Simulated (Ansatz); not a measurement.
Species: LaO, charge 1, multiplicity 1. 
Coordinates optimised at B3LYP-D3(BJ)/def2-TZVP (Ansatz, a first-principles code):
```xyz
2

La     0.0000     0.0000    -0.2312
O      0.0000     0.0000     1.6475
```
Charge +1, spin multiplicity 1.

Total electronic energies in hartree. Correlated levels leave the core frozen unless marked. No spin-orbit coupling. The frozen core is the preceding noble-gas configuration, with the filled d and f shells of earlier blocks. In def2 rows, elements after Kr have scalar-relativistic effective core potentials. Basis-set limits of correlation are two-point, X^-3; Hartree-Fock from the larger set. [CCSD(T)-MP2]/basis is that difference in the basis named.

The T1 diagnostic of CCSD in the largest basis is 0.026, which is high, so the coupled-cluster rows are less sure than usual.

```json
[
 {"level": "HF/def2-SVP", "program": "Ansatz", "energy (Eh)": "-105.76228"},
 {"level": "SVWN5/def2-TZVPD", "program": "Ansatz", "energy (Eh)": "-106.03971"},
 {"level": "PBE0-D4/def2-TZVP", "program": "Ansatz + dftd4", "energy (Eh)": "?"},
 {"level": "BHLYP-D4/def2-TZVPD", "program": "Ansatz + dftd4", "energy (Eh)": "-106.51803"},
 {"level": "r2SCAN0-D4/def2-TZVPD", "program": "Ansatz + dftd4", "energy (Eh)": "-106.57382"},
 {"level": "HSE06-D3(BJ)/def2-TZVPD", "program": "Ansatz + dftd3", "energy (Eh)": "?"},
 {"level": "PBE-QIDH/def2-TZVPD", "program": "Ansatz", "energy (Eh)": "-106.42461"},
 {"level": "MP2/def2-SVP", "program": "Ansatz", "energy (Eh)": "-106.02247"},
 {"level": "SCS-MP2/def2-TZVPP", "program": "Ansatz", "energy (Eh)": "-106.16703"},
 {"level": "CCSD/def2-SVP", "program": "Ansatz", "energy (Eh)": "-106.00156"},
 {"level": "CCSD(T)/def2-QZVPP", "program": "Ansatz", "energy (Eh)": "-106.20066"},
 {"level": "RI-MP2/CBS(def2-TZVPP,def2-QZVPP)+[CCSD(T)-MP2]/def2-TZVPP", "program": "Ansatz", "energy (Eh)": "-106.2157"},
 {"level": "RI-MP2/CBS(def2-TZVPP,def2-QZVPP)+[CCSD(T)-MP2]/def2-QZVPP", "program": "Ansatz", "energy (Eh)": "-106.2147"},
 {"level": "CCSD(T)/CBS(def2-TZVPP,def2-QZVPP)", "program": "Ansatz", "energy (Eh)": "-106.2141"},
 {"level": "CCSD(T)/CBS(def2-TZVPPD,def2-QZVPPD)", "program": "Ansatz", "energy (Eh)": "-106.2138"}
]
```

Question: What belongs in the gaps?

Answer: 
- PBE0-D4/def2-TZVP, energy (Eh): -106.55789
- HSE06-D3(BJ)/def2-TZVPD, energy (Eh): -106.55350
